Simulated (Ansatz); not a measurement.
Reaction (hydrogen abstraction from the Sn–H bond): `[OH][SnH]([Cl])[Cl]` + `[OH]`• → `[OH][Sn]([Cl])[Cl]`• + H₂O

Gas-phase electronic energies from Ansatz, PBE0-D4/def2-TZVP geometries. CCSD(T)/CBS adds triple-zeta CCSD(T) − MP2 to the extrapolated MP2 energy (def2 sets, frozen cores). This one scheme is used for every species. DFT in def2-TZVPP. HSE06 is defined as in plane-wave codes. No spin–orbit coupling; open shells (•) take unrestricted orbitals. Elements past krypton have def2 core potentials. For Sn outer-core shells are correlated without core-valence functions, which leaves a few kJ/mol of doubt a bond. One conformer a species, not always the lowest.

(1) Is it downhill or uphill in electronic energy at CCSD(T)/CBS, and by how much? (Estimate.)

(2) What do these levels give: r2SCAN-D4, r2SCANh-D4, HSE06, HF/def2-TZVPP, CCSD/def2-TZVPP, CCSD(T)/def2-TZVPP? (Best estimate.)

Largest T1 diagnostic among the species: 0.017.

Answers

(1) Computed: Downhill: ΔE = -206.2 kJ/mol.

(2) Computed: r2SCAN-D4 -213.9, r2SCANh-D4 -206.8, HSE06 -213.1, HF/def2-TZVPP -118.1, CCSD/def2-TZVPP -189.3, CCSD(T)/def2-TZVPP -197.0 kJ/mol.

From BLYP to BHLYP (50 % exact exchange), in def2-TZVPP and without D4, ΔE moves by +53.5 kJ/mol. Leaving LDA and LC-ωPBE aside and taking each functional with its dispersion term where it has one, the values, not all of them listed here, spread over 54.7 kJ/mol, from PBE-D4 to BHLYP-D4. LDA lies −33.4 kJ/mol from PBE without D4.
